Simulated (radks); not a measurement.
Task: The mean radii <r> (bohr) of the occupied orbitals of an atom or ion are listed with their occupations. Calculated with a radial shooting solver on a logarithmic mesh with Libxc functionals: scalar-relativistic Kohn-Sham, BLYP, spin-polarised, spherical densities, point nucleus.

orbital  occ.      <r>
1s up       1  0.02363
1s down     1  0.02363
2s up       1   0.1010
2s down     1   0.1010
2p up       3  0.08879
2p down     3  0.08879
3s up       1   0.2664
3s down     1   0.2663
3p up       3   0.2646
3p down     3   0.2644
3d up       5   0.2418
3d down     5   0.2416
4s up       1   0.6062
4s down     1   0.6061
4p up       3   0.6413
4p down     3   0.6412
4d up       5   0.7015
4d down     5   0.7017
5p up       3    1.565
5p down     3    1.578
4f up       3   0.9119
6p up       2    3.462

Name the element and its charge. Open shells, if any, are filled with parallel spins first.

Result: Z = 60, neodymium, charge +3: Nd3+ in [Kr] 4d10 4f3 5p6 6p2. The 1s radius gives Z: for a bare nucleus <r> = (2 gamma + 1)/(2Z) with gamma = sqrt(1 - (Z/c)^2), 0.02332 bohr for Z = 60, and screening makes it slightly larger (0.02363 here). The occupations add up to 57, and the charge is Z minus that.
